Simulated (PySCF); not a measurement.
Bonds: Si1-C2, Si1-C7, Si1-C12, Si1-C17, C2-C3, C7-C8, C12-C13, C17-C18, C17-C19, C17-C20. C2 carries H4; C3 carries H5, H6; C7 carries H9; C8 carries H10, H11; C12 carries H14; C13 carries H15, H16; C18 carries H21, H22, H23; C19 carries H24, H25, H26; C20 carries H27, H28, H29.

Single conformer, rapidly exchanging positions averaged, no solvent, non-relativistic Hamiltonian. Shielding tensors at B3LYP/pcSseg-1 (GIAO); geometry: PBE0-D3(BJ)/def2-SVP; PySCF 2.14.

References, each an isolated molecule treated in the same way: $^{13}$C (179.24 ppm) and $^{1}$H (31.38 ppm) and $^{29}$Si (337.86 ppm) vs TMS.

```tsv
atoms	nucleus	count	δ (ppm)
H21/H22/H23/H24/H25/H26/H27/H28/H29	$^{1}$H	9	0.99
C2/C7/C12	$^{13}$C	3	142.9
Si1	$^{29}$Si	1	-5.5
C18/C19/C20	$^{13}$C	3	?
H5/H6/H10/H11/H15/H16	$^{1}$H	6	6.21
C3/C8/C13	$^{13}$C	3	?
H4/H9/H14	$^{1}$H	3	6.36
C17	$^{13}$C	1	19.6
```

**Question.** Fill in the missing shifts.

**Answer.** 
- C3/C8/C13: 146.8 ppm, carbon bonded to C, 2 H
- C18/C19/C20: 28.5 ppm, carbon bonded to C, 3 H

Shifts are as computed. Against solution values, carbons near 30 ppm lie about +2 ppm off and those near 130 ppm about +6 ppm. Of 1313 compounds with measured shifts, 239 miss one by over three times the rms of a fit or turn the order of signals round; such compounds aren't used in these exercises.
